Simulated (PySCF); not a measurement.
An equivalent PySCF input for He⁺ (helium, charge +1), 1s1, 2S determinant, with the non-relativistic Hamiltonian (point nucleus):

```python
from pyscf import gto, scf, dft, mp, cc
import basis_set_exchange as bse
mol = gto.M(atom="He 0 0 0", charge=1, spin=1, symmetry="D2h",
            basis=gto.basis.parse(bse.get_basis("pcseg-2", elements=["He"], fmt="nwchem", header=False)))
mf = dft.UKS(mol, xc="M062X")
mf.irrep_nelec = {'Ag': (1, 0)}
mf.kernel()
```

It reaches the same state as the run whose output follows, with an energy that differs only through the grid. The run itself started from symmetry-adapted Hartree-Fock orbitals and held the occupation by maximum overlap, on a logarithmic radial grid, so the iterations belong to that start.

```
SCF conv_tol = 1e-09
number electrons alpha = 1  beta = 0
XC functionals = M062X
    Y. Zhao and D. G. Truhlar.,  Theor. Chem. Acc. 120, 215 (2008)
    Y. Zhao and D. G. Truhlar.,  Theor. Chem. Acc. 120, 215 (2008)
cycle= 1 E= -1.99635591958339  delta_E= -0.000335  |g|= 0.00195  |ddm|= 0.0299
cycle= 2 E= -1.99635833152189  delta_E= -2.41e-06  |g|= 0.000189  |ddm|= 0.00221
cycle= 3 E= -1.99635835472144  delta_E= -2.32e-08  |g|= 1.82e-06  |ddm|= 0.000221
cycle= 4 E= -1.9963583547226  delta_E= -1.16e-12  |g|= 1.08e-09  |ddm|= 9.51e-07
converged SCF energy = -1.9963583547226  <S^2> = 0.75  2S+1 = 2
```

For one electron the Hartree and exchange-correlation energies should cancel; what remains is the self-interaction error.
